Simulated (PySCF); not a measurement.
C₄H₇NO, SMILES COCCC#N. The structure is a stationary point at ωB97X-D3(BJ)/def2-SVP. The values are those of a single conformer.

Question: Give the equilibrium geometry at ωB97X-D3(BJ)/def2-SVP (PySCF confirms it by a frequency run) as Cartesian coordinates in Å, and its point group. (Estimate from the structure and the level; the computed values follow.)

Answer: This is not unique; one that fits is point group Cs.
```xyz
13

C      0.3380     2.7081     0.0000
O     -0.4561     1.5506     0.0000
C      0.2890     0.3669     0.0000
C     -0.7080    -0.7906     0.0000
C     -0.0391    -2.0964     0.0000
N      0.5079    -3.1148     0.0000
H      0.9857     2.7603     0.8973
H      0.9857     2.7603    -0.8973
H     -0.3362     3.5762     0.0000
H      0.9447     0.3030     0.8922
H      0.9447     0.3030    -0.8922
H     -1.3556    -0.7162    -0.8871
H     -1.3556    -0.7162     0.8871
```
